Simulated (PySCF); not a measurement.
A series of substituents X on one scaffold: silaethenyl-X. Gas-phase values, no solvent. One relaxed conformer stands for each flexible species; it need not be the lowest. Strings in code marks are SMILES.

These are PBE-D3(BJ)/def2-TZVP // PBE0-D3(BJ)/def2-TZVP (PySCF) values and carry that method's errors. All candidates: neutral, multiplicity 1. Delta-SCF ions had no search for a lower state. Excitations are Tamm–Dancoff values on a coarser integration grid. The basis has no diffuse functions, so Rydberg states are missing or too high.

```
Property                                       Result
-------------------------------------------  --------
vertical ionisation energy (Delta-SCF)        7.32 eV
LUMO                                         -0.82 eV
brightest of the four lowest singlets (TDA)   5.09 eV
```

Problem. Name which member has these values.
A. `C=[SiH]C#N`
B. `C=[SiH][GeH3]`
C. `C=[SiH]CO` (C–Si–C–O torsion -4°, Si–C–O–H torsion -47°)
D. `C=[SiH]N(C)C` (C–Si–N–C torsion 180°)

Solution. D, `C=[SiH]N(C)C` (C–Si–N–C torsion 180°). The others give `C=[SiH]C#N`: 9.37 eV, -3.12 eV, 5.09 eV; `C=[SiH][GeH3]`: 8.57 eV, -2.24 eV, 5.31 eV; `C=[SiH]CO` (C–Si–C–O torsion -4°, Si–C–O–H torsion -47°): 8.52 eV, -1.76 eV, 5.60 eV
